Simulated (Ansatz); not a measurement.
Results of the Gaussian-basis code of Ansatz.

A structure relaxed at PBE0-D4/def2-TZVP, charge 0, multiplicity 1:

Cartesian coordinates in Å:
```
C -0.4248 1.7735 1.4350
O -1.0606 0.5533 1.1791
In -0.4986 -0.8264 -0.1362
C -1.5925 -2.6206 -0.4286
O 1.1551 -0.4053 -1.1543
C 1.9495 0.7393 -1.0211
H -0.9032 2.2445 2.3019
H -0.5066 2.4766 0.5947
H 0.6424 1.6639 1.6702
H -0.9254 -3.4740 -0.3122
H -2.3997 -2.6781 0.2995
H -2.0054 -2.6303 -1.4370
H 1.3808 1.6740 -1.1161
H 2.4821 0.7736 -0.0607
H 2.7067 0.7360 -1.8141
```

Problem. Give its formula and SMILES.

Solution. C3H9InO2, `C[O][In]([CH3])[O]C`.

Problem. Point group (tolerance 0.08 Å, 0.16 Å for H)?

Solution. C1.

Problem. Summarise the bond lengths by kind.

Solution. 2 × C–O 1.400 Å; 9 × C–H 1.089 to 1.099 Å; 2 × In–O 1.987 Å; 1 × C–In 2.122 Å.
